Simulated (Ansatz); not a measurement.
Ansatz results at the PBE0-D4/def2-TZVP geometry: HOMO–LUMO gap (B3LYP/def2-TZVPP) 6.80 eV; LUMO energy (ωB97M-V/def2-TZVPP) 0.44 eV; HOMO energy (PBE/def2-TZVPP) -6.61 eV.

Each molecule was computed in one conformer, which needn't be the lowest.

(1) Which molecule gave them?
A. `[NH]=[Nb]([OH])([OH])[OH]`
B. `[OH][Nb]([F])(=[S])[Cl]`
C. `[NH2][Nb]([F])([F])=[S]`
D. `[NH2][Nb](=[O])([OH])[OH]`

## Answers

(1) D. The others give `[NH]=[Nb]([OH])([OH])[OH]`: 6.36, 0.65, -6.06; `[NH2][Nb]([F])([F])=[S]`: 5.16, -0.30, -6.77; `[OH][Nb]([F])(=[S])[Cl]`: 5.15, -0.53, -7.00.

B3LYP here is the variant with VWN-RPA as its local correlation; programs differ in this.
